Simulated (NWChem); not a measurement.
Species: AlGeH5; SMILES [AlH2][GeH3]

```xyz
7

Al    -0.0333    -1.7105    -0.0006
Ge    -0.0805     0.7795    -0.0088
H     -1.5029     1.3900    -0.1064
H      0.5594     1.3687     1.2791
H      0.7363     1.3752    -1.1882
H      1.3639    -2.4732    -0.0008
H     -1.3768    -2.5635     0.0099
```
Atoms are numbered in this order, from 1.

Coordinates come from a B3LYP/6-31G* (spherical d) optimisation.

Task: Give the principal values of the shielding tensors (ppm) of Al1, Ge2 from B3LYP/6-31G* (spherical d), GIAO (NWChem), with their diamagnetic and paramagnetic parts as GIAO splits them.

Result: 
```
atom     σ11     σ22     σ33  isotropic  diamagnetic  paramagnetic
----  ------  ------  ------  ---------  -----------  ------------
Al1    159.3   280.5   444.7      294.8        795.8        -501.0
Ge2   1819.9  1846.8  1871.0     1845.9       2759.8        -913.9
```
